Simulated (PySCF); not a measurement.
PySCF input (M06-2X/6-31G* (5d)):

```python
from pyscf import gto, dft

mol = gto.M(
    atom='''
    C    -0.14691225    1.56741891    0.18575105
    C    -0.45847107    0.07547141    0.24834238
    C    -1.77110868   -0.26198331   -0.43541783
    O     0.54512750   -0.70627215   -0.39681411
    C     1.76934774   -0.78791294    0.29703787
    H     0.78603706    1.80988591    0.69548422
    H    -0.94322050    2.14075226    0.66406923
    H    -0.06559667    1.88904939   -0.85454629
    H    -0.51084391   -0.23386344    1.30337260
    H    -1.72800112    0.01854653   -1.48959199
    H    -1.96904045   -1.33210914   -0.37333467
    H    -2.59774779    0.27537419    0.03202247
    H     2.30212851    0.16941842    0.32279990
    H     2.38745702   -1.51387904   -0.22963869
    H     1.62067361   -1.13096219    1.32959525
    ''',
    basis='6-31g*',
    charge=0,
    spin=0,
    verbose=4,
)

mf = dft.RKS(mol, xc='m062x')
mf.grids.level = 4
mf.conv_tol = 1e-9
mf.max_cycle = 100
mf.max_memory = 1500
mf.kernel()
if not mf.converged:
    mf = mf.newton()
    mf.kernel(mf.make_rdm1())
mf.dip_moment()
```

Output:

```
PySCF version 2.14.0

[INPUT] verbose = 4
[INPUT] num. atoms = 15
[INPUT] num. electrons = 42
[INPUT] charge = 0
[INPUT] spin (= nelec alpha-beta = 2S) = 0
[INPUT] symmetry False subgroup None
[INPUT] Mole.unit = angstrom
[INPUT] Symbol           X                Y                Z      unit          X                Y                Z       unit  Magmom
[INPUT]  1 C     -0.146912250000   1.567418910000   0.185751050000 AA   -0.277623916844   2.961992462364   0.351018611850 Bohr   0.0
[INPUT]  2 C     -0.458471070000   0.075471410000   0.248342380000 AA   -0.866384758336   0.142620295135   0.469299083323 Bohr   0.0
[INPUT]  3 C     -1.771108680000  -0.261983310000  -0.435417830000 AA   -3.346910342040  -0.495076705107  -0.822820448452 Bohr   0.0
[INPUT]  4 O      0.545127500000  -0.706272150000  -0.396814110000 AA    1.030141677969  -1.334660932908  -0.749869990263 Bohr   0.0
[INPUT]  5 C      1.769347740000  -0.787912940000   0.297037870000 AA    3.343582647718  -1.488939666601   0.561320222924 Bohr   0.0
[INPUT]  6 H      0.786037060000   1.809885910000   0.695484220000 AA    1.485394767158   3.420188686609   1.314274699757 Bohr   0.0
[INPUT]  7 H     -0.943220500000   2.140752260000   0.664069230000 AA   -1.782428420075   4.045435471944   1.254908972451 Bohr   0.0
[INPUT]  8 H     -0.065596670000   1.889049390000  -0.854546290000 AA   -0.123959740983   3.569785982877  -1.614858448863 Bohr   0.0
[INPUT]  9 H     -0.510843910000  -0.233863440000   1.303372600000 AA   -0.965355082302  -0.441937852149   2.463017252262 Bohr   0.0
[INPUT] 10 H     -1.728001120000   0.018546530000  -1.489591990000 AA   -3.265448859742   0.035047862261  -2.814920898446 Bohr   0.0
[INPUT] 11 H     -1.969040450000  -1.332109140000  -0.373334670000 AA   -3.720947178690  -2.517321442630  -0.705500279105 Bohr   0.0
[INPUT] 12 H     -2.597747790000   0.275374190000   0.032022470000 AA   -4.909031863794   0.520381800874   0.060513698132 Bohr   0.0
[INPUT] 13 H      2.302128510000   0.169418420000   0.322799900000 AA    4.350392387453   0.320154414257   0.610003404037 Bohr   0.0
[INPUT] 14 H      2.387457020000  -1.513879040000  -0.229638690000 AA    4.511639901970  -2.860816771319  -0.433954231704 Bohr   0.0
[INPUT] 15 H      1.620673610000  -1.130962190000   1.329595250000 AA    3.062629260210  -2.137208796338   2.512570879023 Bohr   0.0

nuclear repulsion = 196.458003152187
number of shells = 50
number of NR pGTOs = 175
number of NR cGTOs = 90
basis = 6-31g*
ecp = {}

******** <class 'pyscf.dft.rks.RKS'> ********
method = RKS
initial guess = minao
damping factor = 0
level_shift factor = 0
DIIS = <class 'pyscf.scf.diis.CDIIS'>
diis_start_cycle = 1
diis_space = 8
diis_damp = 0
SCF conv_tol = 1e-09
SCF conv_tol_grad = None
SCF max_cycles = 100
direct_scf = True
direct_scf_tol = 1e-13
XC library pyscf.dft.libxc version 7.1.2
    S. Lehtola, C. Steigemann, M. J. T. Oliveira, and M. A. L. Marques,  SoftwareX 7, 1–5 (2018)
XC functionals = m062x
    Y. Zhao and D. G. Truhlar,  Theor. Chem. Acc. 120, 215 (2008)
    Y. Zhao and D. G. Truhlar,  Theor. Chem. Acc. 120, 215 (2008)
radial grids:
    Treutler-Ahlrichs [JCP 102, 346 (1995); DOI:10.1063/1.469408] (M4) radial grids

becke partition: Becke, JCP 88, 2547 (1988); DOI:10.1063/1.454033
pruning grids: <function nwchem_prune>
grids dens level: 4
symmetrized grids: False
atomic radii adjust function: <function treutler_atomic_radii_adjust>
small_rho_cutoff = 0
Set gradient conv threshold to 3.16228e-05
Initial guess from minao.
tot grids = 299776
init E= -234.028116761689
  HOMO = -0.331350787875219  LUMO = 0.0599989077213938  gap/eV = 10.64917
cycle= 1 E= -233.474874975813  delta_E= 0.553  |g|= 0.525  |ddm|= 3.12
  HOMO = -0.218809769302454  LUMO = 0.131249097611844  gap/eV = 9.52559
cycle= 2 E= -233.470992975365  delta_E= 0.00388  |g|= 0.583  |ddm|= 0.898
  HOMO = -0.317795240495471  LUMO = 0.129164952181727  gap/eV = 12.16241
cycle= 3 E= -233.534302647521  delta_E= -0.0633  |g|= 0.0527  |ddm|= 0.517
  HOMO = -0.315928478907765  LUMO = 0.127515816600715  gap/eV = 12.06673
cycle= 4 E= -233.534781219119  delta_E= -0.000479  |g|= 0.0233  |ddm|= 0.0502
  HOMO = -0.316523380207073  LUMO = 0.128722630604633  gap/eV = 12.11576
cycle= 5 E= -233.534911881136  delta_E= -0.000131  |g|= 0.0027  |ddm|= 0.0213
  HOMO = -0.316463572811847  LUMO = 0.128678925981673  gap/eV = 12.11294
cycle= 6 E= -233.534913796131  delta_E= -1.91e-06  |g|= 0.00045  |ddm|= 0.00317
  HOMO = -0.316506346153129  LUMO = 0.128673942553922  gap/eV = 12.11397
cycle= 7 E= -233.534913854637  delta_E= -5.85e-08  |g|= 0.000208  |ddm|= 0.000907
  HOMO = -0.316492940405376  LUMO = 0.128681603709785  gap/eV = 12.11382
cycle= 8 E= -233.534913865727  delta_E= -1.11e-08  |g|= 3.8e-05  |ddm|= 0.000225
  HOMO = -0.316495931811251  LUMO = 0.12868143376229  gap/eV = 12.11389
cycle= 9 E= -233.534913866164  delta_E= -4.38e-10  |g|= 1.03e-05  |ddm|= 7.09e-05
  HOMO = -0.31649836621586  LUMO = 0.128681107362538  gap/eV = 12.11395
Extra cycle  E= -233.534913866178  delta_E= -1.32e-11  |g|= 8.82e-06  |ddm|= 2.07e-05
converged SCF energy = -233.534913866178
Dipole moment(X, Y, Z, Debye):  0.16368,  0.59718,  1.06014
```
